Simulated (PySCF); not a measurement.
CH8FNSi2, SMILES F[SiH2]N(C)[SiH3]. The structure is a stationary point at B3LYP-D3(BJ)/def2-SVP. This is a generated structure with no PubChem entry under its InChIKey; it may be hypothetical. One conformer was computed; it need not be the lowest.

Computed equilibrium geometry at B3LYP-D3(BJ)/def2-SVP (PySCF confirms it by a frequency run) as a Z-matrix (one conformer of several):
```
N
C 1 1.4704
H 2 1.1018 1 110.80
H 2 1.1040 3 107.12 1 -121.24
H 2 1.1049 3 107.56 4 -115.62
Si 1 1.7261 2 118.91 3 20.46
F 6 1.6331 1 112.34 2 78.16
Si 1 1.7566 2 116.25 3 -167.11
H 6 1.4812 7 106.98 1 -119.64
H 6 1.4849 9 113.87 7 116.42
H 8 1.4870 1 108.18 2 179.11
H 8 1.4935 11 110.41 1 119.97
H 8 1.4942 11 109.71 12 118.28
```
Charge 0, spin multiplicity 1.
